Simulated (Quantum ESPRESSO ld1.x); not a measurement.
Values are calculated unless marked as measured or tabulated.
Problem. All-electron atom: the samarium ion Sm2+ in [Xe] 4f6 (the NIST ground configuration). Code: ld1.x of Quantum ESPRESSO 7.5. Model: non-relativistic Kohn-Sham, LDA (Slater exchange, VWN5 correlation), spin-polarised, spherical densities, point nucleus; open shells are filled with parallel spins first; relativity is left out, which matters for an element this heavy. Some entries of the table are withheld. Estimate them.

orbital  occ.  eigenvalue (hartree)  <r> (bohr)
1s down     1              -1617.64     0.02449
1s up       1              -1617.64     0.02449
2s up       1              -255.948      0.1045
2s down     1              -255.944      0.1044
2p up       3              -243.179     0.08861
2p down     3              -243.177     0.08861
3s up       1              -56.2170      0.2711
3s down     1              -56.1283      0.2708
3p up       3              -50.5668      0.2607
3p down     3              -50.4853      0.2605
3d up       5              -40.0015      0.2321
3d down     5              -39.9409      0.2318
4s up       1              -11.3790      0.6136
4s down     1              -11.2026      0.6137
4p up       3              -9.20719      0.6294
4p down     3              -9.03166      0.6297
4d up       5                   (1)      0.6710
4d down     5                   (2)      0.6721
5s up       1                   (3)       1.487
5s down     1                   (4)       1.511
5p up       3              -1.33623       1.673
5p down     3              -1.27022       1.709
4f up       6              -0.74720      0.9207
4f down     0              -0.59675      0.9748

Solution. 
(1) 4d up eigenvalue (hartree): -5.34969
(2) 4d down eigenvalue (hartree): -5.17661
(3) 5s up eigenvalue (hartree): -1.91839
(4) 5s down eigenvalue (hartree): -1.83550
